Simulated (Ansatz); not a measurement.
Geometry optimisation, Ansatz 0.2.0, RKS PBE/def2-SVP.

The input (input.yaml):

```yaml
crystal:
  periodic: [false, false, false]
  atoms:
    - { symbol: Ta, position_ang: [0.0, 0.0, 0.0] }
    - { symbol: F, position_ang: [2.28, 0.0, 0.0] }
    - { symbol: O, position_ang: [0.0, 0.0, 2.02] }
    - { symbol: H, position_ang: [-0.2547, -0.9174, 2.3571] }
    - { symbol: Cl, position_ang: [0.0, 0.0, -2.47] }
    - { symbol: Cl, position_ang: [-1.235, 2.139, 0.0] }
    - { symbol: Cl, position_ang: [-1.235, -2.139, 0.0] }
    - { symbol: "N", position_ang: [0.7757, -2.0318, -1.1497] }
    - { symbol: H, position_ang: [0.6234, -2.9825, -0.7064] }
    - { symbol: H, position_ang: [1.2623, -1.9565, -2.0884] }
    - { symbol: H, position_ang: [1.9521, -1.1656, -0.6596] }
basis:
  gaussian: { orbitals: def2-SVP }
hamiltonian:
  xc: pbe
relax:
  f_tol: 0.15
  max_steps: 25
  restrain:
    - { distance: [0, 7], at: 2.16, k: 30.0 }
    - { distance: [10, 1], at: 0.92, k: 30.0 }
    - { distance: [0, 1], at: 3.13, k: 30.0 }
    - { distance: [10, 7], at: 2.26, k: 30.0 }
```

Run as:

```bash
$ ansatz run input.yaml --threads 4 --pin off --max-ram 5120MiB --backend cpu --events-out ev --progress --plain --runs-dir out
```

Q: Where does it end, and by what steps?

A: It converged. The restraints hold the end off the free minimum; the threshold counts their pulls, which the force column leaves out. Restrained pairs: Ta1–N8 (2.46 → 2.11 Å), F2–H11 (1.38 → 0.94 Å), Ta1–F2 (2.28 → 3.13 Å), N8–H11 (1.54 → 2.25 Å). After 23 steps the energy has fallen by 4.011 eV (the restraints' own energy left out); Cl7 moved furthest, 1.63 Å.

```tsv
step	energy less start (eV)	largest force component (eV/Å)	accepted
0	0.0000	5.455	yes
1	0.2280	4.296	yes
2	-0.1673	3.976	yes
3	-1.2963	2.741	yes
4	-2.3374	1.422	yes
5	-2.8604	1.209	yes
6	-3.2036	1.248	yes
7	-3.4224	1.153	yes
8	-3.5872	1.156	yes
9	-3.7012	1.086	yes
10	-3.7807	1.109	yes
11	-3.8315	1.114	yes
12	-3.8037	1.740	no
13	-3.8663	1.214	yes
14	-3.8909	1.262	yes
15	-3.9059	1.236	yes
16	-3.9675	1.355	yes
17	-3.9553	1.361	no
18	-3.9797	1.222	yes
19	-3.9924	1.159	yes
20	-3.9890	1.117	no
21	-4.0013	1.201	yes
22	-4.0065	1.208	yes
23	-4.0111	1.318	yes
```

```xyz
11
Properties=species:S:1:pos:R:3
Ta -0.544 -0.555 -0.322
F 2.424 0.360 0.033
O -0.089 -1.001 1.460
H 0.495 -0.731 2.194
Cl -0.208 0.163 -2.543
Cl -0.766 1.702 0.299
Cl -2.639 -1.471 -0.480
N 0.854 -2.040 -0.865
H 1.176 -2.755 -0.205
H 1.079 -2.275 -1.836
H 2.387 -0.451 -0.433
```

The run took 74 s on 4 threads of Arm Neoverse V2, with other jobs on the host, peak memory 0.24 GiB.
